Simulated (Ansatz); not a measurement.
`FC1NC[SiH2]S1`. Charge 0, multiplicity 1. The structure was optimised at the PBE0-D4/def2-TZVP level.

```xyz
12

F     0.683    1.469   -1.589
C    -0.494    0.895   -1.088
N    -0.391   -0.499   -0.955
C     0.505   -0.950    0.101
Si   -0.003    0.076    1.604
S    -0.885    1.685    0.508
H    -1.277    1.160   -1.801
H    -0.215   -0.937   -1.850
H     0.353   -2.017    0.279
H     1.567   -0.786   -0.123
H    -0.995   -0.597    2.480
H     1.152    0.501    2.434
```

What is the dipole moment at r2SCAN/def2-TZVPP? (Best estimate.)

The calculation gave: 2.46 D, with components (0.19, -2.42, -0.43) D in this frame, pointing from negative to positive charge.

And with PBE, B3LYP, ωB97M-V? (Estimate.)

Ansatz gave: PBE 2.39 D, B3LYP 2.39 D, ωB97M-V 2.37 D.

Give the Mulliken charges with r2SCAN, B3LYP, PBE in def2-TZVPP. (Best estimate.)

The calculation gave: 
```json
{"atom": "F1", "r2SCAN": "-0.23", "B3LYP": "-0.24", "PBE": "-0.19"}
{"atom": "C2", "r2SCAN": "0.29", "B3LYP": "0.22", "PBE": "0.17"}
{"atom": "N3", "r2SCAN": "-0.24", "B3LYP": "-0.23", "PBE": "-0.20"}
{"atom": "C4", "r2SCAN": "-0.20", "B3LYP": "-0.25", "PBE": "-0.23"}
{"atom": "Si5", "r2SCAN": "0.40", "B3LYP": "0.38", "PBE": "0.30"}
{"atom": "S6", "r2SCAN": "-0.24", "B3LYP": "-0.23", "PBE": "-0.21"}
{"atom": "H7", "r2SCAN": "0.07", "B3LYP": "0.12", "PBE": "0.11"}
{"atom": "H8", "r2SCAN": "0.13", "B3LYP": "0.13", "PBE": "0.14"}
{"atom": "H9", "r2SCAN": "0.08", "B3LYP": "0.11", "PBE": "0.11"}
{"atom": "H10", "r2SCAN": "0.10", "B3LYP": "0.12", "PBE": "0.12"}
{"atom": "H11", "r2SCAN": "-0.07", "B3LYP": "-0.07", "PBE": "-0.06"}
{"atom": "H12", "r2SCAN": "-0.07", "B3LYP": "-0.07", "PBE": "-0.06"}
```

B3LYP here is the variant with VWN-RPA as its local correlation; programs differ in this.
